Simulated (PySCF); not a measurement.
Simulation results for GeH₄NSi, AlBGeH₅O

Calculation on a computer-drawn molecule: optimised geometry and harmonic frequencies of an isolated molecule of the commonest isotopes, restricted reference for singlets and unrestricted otherwise, frozen core in MP2; on germanium a core potential holds 10 electrons, which the energies leave out, and 3d is frozen in MP2 and coupled-cluster steps. Program: PySCF 2.14.0.

```yaml
- entry: 1
  formula: GeH4NSi
  start_structure:
    atoms_angstrom:
      - ["N", -1.2961, 0.3429, -1.9255]
      - [Si, -0.1213, 1.4456, -2.0864]
      - [Ge, 1.7081, 1.8757, -3.6268]
      - [H, -1.4044, -0.2752, -2.7127]
      - [H, -0.0653, 2.304, -0.8507]
      - [H, 1.3588, 3.4296, -3.7047]
      - [H, 0.9421, 1.4347, -4.9475]
  given:
    charge: -1
    multiplicity: 1
    method: MP2
    basis: "aug-cc-pV(D+d)Z"
    basis_and_core_potential_on_germanium: "aug-cc-pVDZ-PP ECP10MDF"
    drawn_bonds_atom: [1, 2, 1, 2, 3, 3]
    drawn_bonds_other_atom: [2, 3, 4, 5, 6, 7]
    drawn_bonds_order: [2, 1, 1, 1, 1, 1]
  results:
    "total_energy [hartree]": null
    "rotational_constants [GHz]": null
- entry: 2
  formula: AlBGeH5O
  start_structure:
    atoms_angstrom:
      - [O, -1.0686, 0.01, 2.087]
      - [Ge, -0.6334, -0.6376, 0.5348]
      - [B, 1.2877, -1.3115, 0.3525]
      - [Al, 1.9003, -1.4234, -1.4911]
      - [H, -0.4207, 0.6304, 2.4621]
      - [H, -1.0635, 0.3969, -0.4728]
      - [H, -1.7469, -1.642, 0.3695]
      - [H, 1.7405, -2.1461, 1.0492]
      - [H, 2.237, -1.559, -3.0384]
  given:
    charge: 0
    multiplicity: 2
    method: HF
    basis: "cc-pV(D+d)Z"
    basis_and_core_potential_on_germanium: "cc-pVDZ-PP ECP10MDF"
    drawn_bonds_atom: [1, 2, 3, 1, 2, 2, 3, 4]
    drawn_bonds_other_atom: [2, 3, 4, 5, 6, 7, 8, 9]
    drawn_bonds_order: [1, 1, 1, 1, 1, 1, 1, 1]
  results:
    spin_squared: null
    "rotational_constants [GHz]": null
    "total_energy [hartree]": null
```

To be estimated
1. What total energy does the calculation give for GeH₄NSi (entry 1)?
2. Give the missing rotational constants for GeH₄NSi (entry 1).
3. Estimate the spin squared of AlBGeH₅O (entry 2).
4. Give the missing rotational constants for AlBGeH₅O (entry 2).
5. AlBGeH₅O (entry 2): total energy?

Calculated values
1. -639.4865 hartree
2. 27.67, 2.014, 1.911 GHz
3. 0.8164
4. 11.85, 1.29, 1.22 GHz
5. -637.6995 hartree

Further results for GeH₄NSi (entry 1):

* convergence status largest gradient component: 1.694e-05 hartree/bohr

Optimised structure:
```xyz
7
GeH4NSi
N     -1.3167     0.3325    -1.8992
Si    -0.1119     1.4659    -2.1208
Ge     1.7333     1.8697    -3.6221
H     -1.4071    -0.2824    -2.7216
H     -0.0490     2.3097    -0.8680
H      1.3344     3.4195    -3.6844
H      0.9389     1.4424    -4.9382
```

Modes:
| frequency (cm⁻¹) | reduced mass (dalton) |
| --- | --- |
| 147 | 1.838 |
| 166.8 | 2.322 |
| 284.8 | 3.275 |
| 320.4 | 1.481 |
| 522.5 | 1.228 |
| 546.1 | 1.136 |
| 755.7 | 1.067 |
| 779.1 | 1.149 |
| 877.2 | 1.032 |
| 911.9 | 1.344 |
| 966.8 | 3.921 |
| 1866 | 1.019 |
| 1889 | 1.021 |
| 2102 | 1.041 |
| 3464 | 1.074 |

Further results for AlBGeH₅O (entry 2):

* convergence status largest gradient component: 3.287e-05 hartree/bohr

Optimised structure:
```xyz
9
AlBGeH5O
O     -0.8744     0.3143     2.0709
Ge    -0.7499    -0.4856     0.4713
B      1.1514    -1.2745     0.1298
Al     2.2302    -1.1500    -1.6852
H     -0.5064    -0.1841     2.7858
H     -1.1790     0.6168    -0.4994
H     -1.7785    -1.6317     0.4041
H      1.7146    -1.7328     1.0912
H      2.2242    -2.1548    -2.9156
```

Modes:
| frequency (cm⁻¹) | reduced mass (dalton) |
| --- | --- |
| 41.36 | 3.898 |
| 97.06 | 3.673 |
| 177.1 | 1.941 |
| 215.4 | 1.63 |
| 258.2 | 1.261 |
| 357.7 | 1.301 |
| 403.5 | 1.483 |
| 514 | 1.988 |
| 653.1 | 1.951 |
| 680.5 | 1.627 |
| 714 | 7.031 |
| 745.3 | 1.236 |
| 825.7 | 1.228 |
| 916.1 | 1.297 |
| 946.9 | 1.03 |
| 975.3 | 1.102 |
| 1948 | 1.045 |
| 2174 | 1.021 |
| 2232 | 1.018 |
| 2672 | 1.09 |
| 4159 | 1.067 |
